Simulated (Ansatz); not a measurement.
Geometry optimisation, RKS PBE-D4/def2-SVP (Ansatz).

input.yaml

```yaml
crystal:
  periodic: [false, false, false]
  atoms:
    - { symbol: As, position_ang: [1.2494, 1.6261, -0.0361] }
    - { symbol: C, position_ang: [-0.1351, 0.2855, 0.3955] }
    - { symbol: C, position_ang: [-1.2387, 0.2282, -0.6604] }
    - { symbol: C, position_ang: [-0.8552, -1.0654, -1.0575] }
    - { symbol: Ge, position_ang: [0.5555, -1.3814, 0.1368] }
    - { symbol: H, position_ang: [2.26908, 0.5801, -0.47474] }
    - { symbol: H, position_ang: [0.69564, 1.75975, -1.54054] }
    - { symbol: H, position_ang: [-0.5174, 0.4381, 1.4072] }
    - { symbol: H, position_ang: [-1.944, 0.9675, -0.9232] }
    - { symbol: H, position_ang: [-1.3792, -1.7161, -1.7788] }
    - { symbol: H, position_ang: [0.1897, -2.3724, 1.3067] }
    - { symbol: H, position_ang: [1.9339, -1.4089, -0.5694] }
basis:
  gaussian: { orbitals: def2-SVP }
hamiltonian:
  xc: pbe
  dispersion: d4
relax:
  f_tol: 0.015
  max_steps: 40
```

Launched with:

```bash
$ ansatz run input.yaml --threads 2 --pin off --max-ram 3072MiB --backend cpu --events-out ev --progress --plain --runs-dir out
```

Q: Where does it end, and by what steps?

A: The run converged. After 19 steps the energy has fallen by 1.589 eV; H7 moved furthest, 1.26 Å.

| step | energy less start (eV) | largest force component (eV/Å) | accepted |
| --- | --- | --- | --- |
| 0 | 0.0000 | 4.862 | yes |
| 1 | -1.2909 | 1.578 | yes |
| 2 | -1.4409 | 0.610 | yes |
| 3 | -1.4797 | 0.318 | yes |
| 4 | -1.4838 | 0.228 | yes |
| 5 | -1.4892 | 0.434 | yes |
| 6 | -1.5085 | 0.160 | yes |
| 7 | -1.5142 | 0.525 | yes |
| 8 | -1.5353 | 0.396 | yes |
| 9 | -1.5590 | 0.180 | yes |
| 10 | -1.5770 | 0.210 | yes |
| 11 | -1.5731 | 0.309 | no |
| 12 | -1.5820 | 0.193 | yes |
| 13 | -1.5861 | 0.156 | yes |
| 14 | -1.5857 | 0.091 | no |
| 15 | -1.5881 | 0.031 | yes |
| 16 | -1.5888 | 0.033 | yes |
| 17 | -1.5812 | 0.318 | no |
| 18 | -1.5890 | 0.015 | yes |
| 19 | -1.5890 | 0.008 | yes |

```xyz
12
Properties=species:S:1:pos:R:3
As 1.485 1.613 -0.027
C -0.004 0.338 0.360
C -0.975 0.036 -0.760
C -0.907 -1.281 -1.092
Ge 0.444 -1.632 0.283
H 1.820 0.996 -1.401
H 0.594 2.686 -0.697
H -0.474 0.684 1.305
H -1.621 0.806 -1.229
H -1.471 -1.812 -1.873
H 0.044 -2.501 1.508
H 1.887 -1.993 -0.170
```

Whether the end is a true minimum wasn't checked by a vibrational analysis.

Time of the run: 36 s on 2 threads of Intel(R) Xeon(R) 6975P-C (Granite Rapids) (shared host), peak memory 0.23 GiB.
